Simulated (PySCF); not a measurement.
SMILES C(O)(=O)[SiH2][SiH2]C=O (C2H6O3Si2), GFN2-xTB optimised geometry.

```
13

O      0.75     0.90    -1.89
C      1.62     0.48    -1.15
Si     1.26    -1.01     0.00
Si    -1.06    -1.01     0.00
C     -1.47     0.86     0.00
O     -0.87     1.67     0.67
O     -2.46     1.19    -0.82
H      2.61     0.98    -1.15
H      2.01    -0.78     1.24
H      1.92    -2.15    -0.66
H     -1.64    -1.56     1.24
H     -1.77    -1.61    -1.13
H     -2.61     2.15    -0.82
```

Density from PBE0/def2-TZVP in PySCF 2.14.0 at that geometry.

Minimum of the electron density along straight lines between bonded atoms, close to the bond critical point (lines longer than 1.1 times the sum of covalent radii, or with two minima, are not listed):

```json
[
 {"bond": "O1–C2", "length / Å": "1.207", "ρ at the minimum / e bohr⁻³": "0.419", "∇²ρ there / e bohr⁻⁵": "0.13", "position (fraction from the first atom)": "0.67"},
 {"bond": "C2–Si3", "length / Å": "1.924", "ρ at the minimum / e bohr⁻³": "0.114", "∇²ρ there / e bohr⁻⁵": "(withheld)", "position (fraction from the first atom)": "0.62"},
 {"bond": "Si3–Si4", "length / Å": "2.317", "ρ at the minimum / e bohr⁻³": "(withheld)", "∇²ρ there / e bohr⁻⁵": "-0.18", "position (fraction from the first atom)": "0.51"},
 {"bond": "Si4–C5", "length / Å": "1.917", "ρ at the minimum / e bohr⁻³": "0.114", "∇²ρ there / e bohr⁻⁵": "0.18", "position (fraction from the first atom)": "0.38"},
 {"bond": "C5–O6", "length / Å": "1.208", "ρ at the minimum / e bohr⁻³": "0.426", "∇²ρ there / e bohr⁻⁵": "-0.15", "position (fraction from the first atom)": "0.34"},
 {"bond": "C5–O7", "length / Å": "1.331", "ρ at the minimum / e bohr⁻³": "(withheld)", "∇²ρ there / e bohr⁻⁵": "-0.53", "position (fraction from the first atom)": "0.34"},
 {"bond": "C2–H8", "length / Å": "1.108", "ρ at the minimum / e bohr⁻³": "0.277", "∇²ρ there / e bohr⁻⁵": "-0.97", "position (fraction from the first atom)": "0.65"},
 {"bond": "Si3–H9", "length / Å": "1.467", "ρ at the minimum / e bohr⁻³": "0.123", "∇²ρ there / e bohr⁻⁵": "0.18", "position (fraction from the first atom)": "0.49"},
 {"bond": "Si3–H10", "length / Å": "1.470", "ρ at the minimum / e bohr⁻³": "0.122", "∇²ρ there / e bohr⁻⁵": "0.18", "position (fraction from the first atom)": "0.49"},
 {"bond": "Si4–H11", "length / Å": "1.470", "ρ at the minimum / e bohr⁻³": "0.123", "∇²ρ there / e bohr⁻⁵": "0.19", "position (fraction from the first atom)": "0.49"},
 {"bond": "Si4–H12", "length / Å": "1.464", "ρ at the minimum / e bohr⁻³": "0.125", "∇²ρ there / e bohr⁻⁵": "0.18", "position (fraction from the first atom)": "0.49"},
 {"bond": "O7–H13", "length / Å": "0.974", "ρ at the minimum / e bohr⁻³": "0.348", "∇²ρ there / e bohr⁻⁵": "-2.38", "position (fraction from the first atom)": "0.81"}
]
```

### Question
Complete the blanks.

### Answer

- C2–Si3, ∇²ρ there / e bohr⁻⁵: 0.16
- Si3–Si4, ρ at the minimum / e bohr⁻³: 0.097
- C5–O7, ρ at the minimum / e bohr⁻³: 0.314
